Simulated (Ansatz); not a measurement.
A single point on CH5FGeSe, SMILES `[CH3][GeH]([F])[SeH]`.

```yaml
crystal:
  periodic: [false, false, false]
  atoms:
    - {symbol: C, position_ang: [0.026442, 0.624333, -1.057753]}
    - {symbol: Ge, position_ang: [0.372631, -0.728714, 0.281272]}
    - {symbol: F, position_ang: [1.905238, -0.294190, 0.997040]}
    - {symbol: Se, position_ang: [-1.254155, -0.796588, 1.962841]}
    - {symbol: H, position_ang: [-0.911182, 0.411406, -1.571680]}
    - {symbol: H, position_ang: [-0.039811, 1.601857, -0.579592]}
    - {symbol: H, position_ang: [0.843612, 0.636632, -1.780079]}
    - {symbol: H, position_ang: [0.551032, -2.165480, -0.229985]}
    - {symbol: H, position_ang: [-1.405307, 0.664544, 1.960837]}
basis:
  gaussian: {orbitals: def2-TZVPP}
hamiltonian: {xc: pbe}
correlation: {method: rpa}
```

```sh
$ ansatz run in.yaml --threads 4 --pin off --events-out ev --progress --plain
```

Shortened log:

```
Functional definition: PBE
1415 factors; integrals over basis functions are off by at most 9.7e-4 eV
mean field evaluation 1: about -125674.0368 eV, gradient 7.5e1 eV
mean field evaluation 2: about -125674.0298 eV, gradient 7.5e1 eV
mean field evaluation 4: about -125683.1143 eV, gradient 2.8e1 eV
mean field evaluation 8: about -125684.4831 eV, gradient 1.9e-1 eV
mean field evaluation 16: about -125684.4830 eV, gradient 7.5e-5 eV
mean field -125684.48303094 eV, -4618.8195593847 hartree, gradient 7.3e-6 eV, S^2 0.000000; 0 other end points of the search recorded, 0 dependent functions left out
20 core orbitals not correlated: weight in the atoms' cores, before any rotation towards them, 1.000 or more for the frozen orbitals, at most 0.000 for the correlated occupied ones
reference -125594.11336769 eV, -4615.4985355149 hartree; 23, 23 occupied and 185, 185 virtual orbitals, 1415 factors
Total energy: -125634.76915324 eV, -4616.9926080763 hartree
```

Hardware: 4 threads of a server CPU on a shared host. Wall time 4.1 s, peak host memory 0.52 GiB.
